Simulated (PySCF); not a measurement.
**Ho (holmium, neutral) across methods**

[Xe] 4f12 6s1, one real determinant (an excited configuration). Computed with PySCF 2.14 in x2c-TZVPPall, with scalar relativity by spin-free X2C-1e.

```tsv
method	E (hartree)	mean ε 4f α (eV)	mean ε 6s α (eV)	mean ε 4f β (eV)	Σ⟨r²⟩ (bohr²)	⟨S²⟩
UHF	-12610.91593	-5.098	-4.105	-2.661	70.64	3.758
LDA	-12606.92	4.019	-2.827	5.413	66.29	3.756
r2SCAN	-12615.80	4.334	-2.735	5.710	68.02	3.754
PBE0	-12615.42	1.825	-3.098	3.373	67.66	3.753
```

⟨L²⟩ = 24.10 against 30 for a pure H term, so this real determinant mixes terms. Spin-orbit coupling, absent here, splits the open shell strongly.

The highest occupied level is positive at LDA, r2SCAN, PBE0: only the finite basis holds that electron, which in a density functional comes from self-interaction.
